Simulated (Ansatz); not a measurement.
Input file:

```yaml
crystal:
  periodic: [false, false, false]
  atoms:
    - { symbol: Mg, position_ang: [-0.82202, -0.233322, -2.457888] }
    - { symbol: Si, position_ang: [0.530901, 1.625617, -1.41026] }
    - { symbol: Cl, position_ang: [-2.026431, -1.726866, -3.574012] }
    - { symbol: H, position_ang: [0.72524, -0.217346, 0.58995] }
    - { symbol: O, position_ang: [0.090143, -0.943402, 0.705674] }
    - { symbol: C, position_ang: [-0.197044, -1.100226, 2.087963] }
    - { symbol: H, position_ang: [1.628715, 1.045913, -0.548565] }
    - { symbol: H, position_ang: [-0.284926, 2.449268, -0.457287] }
    - { symbol: H, position_ang: [1.2115, 2.592224, -2.340272] }
    - { symbol: H, position_ang: [0.721505, -1.254604, 2.692098] }
    - { symbol: H, position_ang: [-0.828424, -1.998807, 2.201135] }
    - { symbol: H, position_ang: [-0.749161, -0.238448, 2.511564] }
magnetization:
  spin_polarized: true
basis:
  gaussian: { orbitals: def2-SVP }
hamiltonian:
  xc: b3lyp
relax:
  f_tol: 0.03
  max_steps: 50
```

Launched with:

```bash
$ ansatz run input.yaml --threads 4 --pin off --max-ram 5120MiB --backend cpu --events-out ev --progress --plain --runs-dir out
```

Hardware: 4 threads of Arm Neoverse N1 (shared host).

**Question.** Roughly how long does this run take, and how much memory?

**Answer.** 97 s, with a peak of 0.4 GiB, for 17 ionic steps.
